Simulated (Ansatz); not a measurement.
Ansatz (a quantum-chemistry and plane-wave program) input:
A basis named .json is the Basis Set Exchange file of that set.

Ansatz 0.2 input:
```yaml
crystal:
  periodic: [false, false, false]
  atoms:
    - {symbol: C, position_ang: [-1.71495094, -0.35413656, 0.16004949]}
    - {symbol: Al, position_ang: [0.01627263, 0.52123333, -0.10740787]}
    - {symbol: C, position_ang: [1.68451948, -0.49673520, 0.01688218]}
    - {symbol: H, position_ang: [-1.90246231, -0.49261421, 1.23139874]}
    - {symbol: H, position_ang: [-1.74024030, -1.35225001, -0.28654248]}
    - {symbol: H, position_ang: [-2.55292045, 0.22077073, -0.23944115]}
    - {symbol: H, position_ang: [0.07707765, 2.07469350, -0.43294562]}
    - {symbol: H, position_ang: [2.50572762, 0.09749182, 0.42548534]}
    - {symbol: H, position_ang: [1.58270417, -1.40234984, 0.61982808]}
    - {symbol: H, position_ang: [2.00115827, -0.81654461, -0.98307062]}
basis:
  gaussian:
    orbitals: aug-cc-pV_Q+d_Z.json
magnetization: {spin_polarized: false}
correlation: {method: ccsd_t, electrons: outside_noble_gas}
```

**Question.** Which total energy does the run end on?

**Answer.** -322.31090 Eh (CCSD(T)/aug-cc-pV(Q+d)Z). The basis has 571 functions.
